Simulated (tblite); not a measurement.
C4H4F3 (doublet state).
Z-matrix (Å and degrees, GFN2-xTB geometry), rows numbered from 1:
```
C 
C   1  1.2900
C   2  1.4581  1  143.25
C   3  1.5318  2  112.71  1    -0.57
F   4  1.3390  3  112.52  2   -60.11
F   4  1.3442  3  111.46  2  -179.71
F   4  1.3389  3  112.64  2    60.59
H   1  1.0797  2  121.97  3   179.77
H   1  1.0926  2  124.11  3    -0.43
H   3  1.0942  2  110.52  1  -120.20
H   3  1.0941  2  110.59  1   119.40
```

Computed values, GFN2-xTB/tblite, gas phase, harmonic and unscaled. The method is semi-empirical: single wavenumbers can be off by several per cent or more. One conformer, not necessarily the lowest. Open shells enter through the occupations alone, without spin polarisation, and single modes of such species can be off by tens of per cent.

Harmonic wavenumbers (cm⁻¹): 48.8, 111.4, 120.6, 267.7, 316.9, 412.3, 421.3, 471.6, 489.9, 596.9, 791.7, 849.2, 909.3, 935.1, 994.2, 1053.7, 1053.9, 1145.2, 1178.6, 1260.0, 1360.0, 1406.2, 1827.4, 2862.0, 2957.7, 2967.4, 3056.1.

A = 4837, B = 1947, C = 1850 MHz; mass 109.027 u (most abundant isotopes); point group Cs, symmetry number 1; spin multiplicity 2.

Question: What is the zero-point energy?

Answer: ½Σν̃ = 14933 cm⁻¹ = 178.64 kJ/mol.

Question: Entropy at 400 K, 1 bar (ideal gas, RRHO, classical rotation)?

Answer: Translation 173.48, rotation 117.95, vibration 106.77, spin (R ln 2) 5.76: S = 404.0 J/(mol K).

Question: And Cp and H(400 K) − H(0)?

Answer: Cp = 140.05 J/(mol K), of which vibrations give 106.79 (their classical limit is 27 R = 224.5); H(400 K) − H(0) = 35.46 kJ/mol without the zero-point energy, 22.16 from vibrations.

Question: How do the functions run with temperature in this model?

Answer: 
| T (K) | S (J/(mol K)) | Cp (J/(mol K)) | H − H(0) (kJ/mol) | G − H(0) (kJ/mol) | ln q(vib) |
| --- | --- | --- | --- | --- | --- |
| 100 | 274.2 | 61.5 | 4.69 | -22.73 | 1.14 |
| 200 | 325.6 | 89.7 | 12.26 | -52.85 | 2.81 |
| 300 | 367.1 | 116.6 | 22.59 | -87.54 | 4.50 |
| 500 | 437.3 | 158.9 | 50.45 | -168.21 | 7.83 |
| 800 | 520.8 | 195.2 | 104.14 | -312.48 | 12.46 |
| 1000 | 566.0 | 209.8 | 144.72 | -421.27 | 15.26 |

q(vib) and H(0) count from the zero-point level.

Question: What must be added to the electronic energy to get the Gibbs energy at 400 K and 1 bar?

Answer: ZPE + [H(400 K) − H(0)] − T·S = 178.64 + 35.46 − 161.58 = 52.52 kJ/mol.

Question: Blend soft modes into free rotors: weight 1/[1 + (100 cm⁻¹/ν̃)⁴] for the oscillator and the rest for a rotor with moment μB/(μ + B), μ = h/(8π²ν), B = 10⁻⁴⁴ kg m². What vibrational entropy results?

Answer: 98.29 J/(mol K) in place of 106.77, which changes −T·S at 400 K by +3.39 kJ/mol.

Question: Which modes carry the vibrational entropy at 400 K?

Answer: 48.8 cm⁻¹: 22.79; 111.4 cm⁻¹: 15.97; 120.6 cm⁻¹: 15.32; 267.7 cm⁻¹: 8.94; 316.9 cm⁻¹: 7.66; 412.3 cm⁻¹: 5.76 J/(mol K); the other 21 give 30.32 together.

Hindered rotation and anharmonicity are outside this model. Other conformers, if any are populated, would add a mixing term that is left out.

Time: 0.16 s of wall time. Hardware: an Arm Neoverse V2 with one thread, on a shared host. The figure is for the frequency step alone.
